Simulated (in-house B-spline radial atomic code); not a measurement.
Configurations of Pr+, with energies counted from [Xe] (4f5/2)3 6s1. Computed with an all-electron radial atomic-structure program (B-spline basis): Dirac-Hartree-Fock, average of each configuration as written, Fermi nucleus of rms radius 4.8919 fm. Energies include first-order Breit, QED and recoil terms.

Occupations are held fixed; configurations that lie above the ionisation limit could autoionise.

| configuration | E - E(ref) (eV) | highest orbital | its <r> (bohr) |
| --- | --- | --- | --- |
| [Xe] (4f7/2)3 6s1 | 1.1144 | 6s1/2 | 4.314 |
| [Xe] (4f5/2)2 (4f7/2)1 (8d5/2)1 | 9.1211 | 8d5/2 | 22.49 |
| [Xe] (4f7/2)2 (5g7/2)1 6s1 | 9.7517 | 5g7/2 | 13.7 |
| [Xe] (4f5/2)1 (4f7/2)1 6s1 (6g7/2)1 | 10.389 | 6g7/2 | 21.92 |
| [Kr] 4d10 (4f7/2)3 5s2 (5p1/2)1 (5p3/2)4 6s1 (10g9/2)1 | 33.702 | 10g9/2 | 69.83 |

Task: Order these further configurations by energy, lowest first.
A. [Kr] 4d10 (4f7/2)4 5s2 (5p1/2)1 (5p3/2)4 6s1
B. [Kr] (4d3/2)4 (4d5/2)5 (4f7/2)3 5s2 5p6 6s1 (8f5/2)1
C. [Xe] (4f5/2)1 (4f7/2)2 6s1
D. [Kr] 4d10 (4f5/2)3 5s2 (5p1/2)1 (5p3/2)4 6s1 (6p3/2)1
E. [Xe] (4f7/2)2 (5d3/2)1 6s1

Result: E (0.32613 eV), C (1.3598 eV), D (25.562 eV), A (26.026 eV), B (125.85 eV).

Task: How far above the reference does [Kr] (4d3/2)3 (4d5/2)6 (4f5/2)3 5s2 5p6 6s1 (8d5/2)1 lie?

Result: 128.73 eV; its least bound orbital is 8d5/2 with <r> = 21.46 bohr.
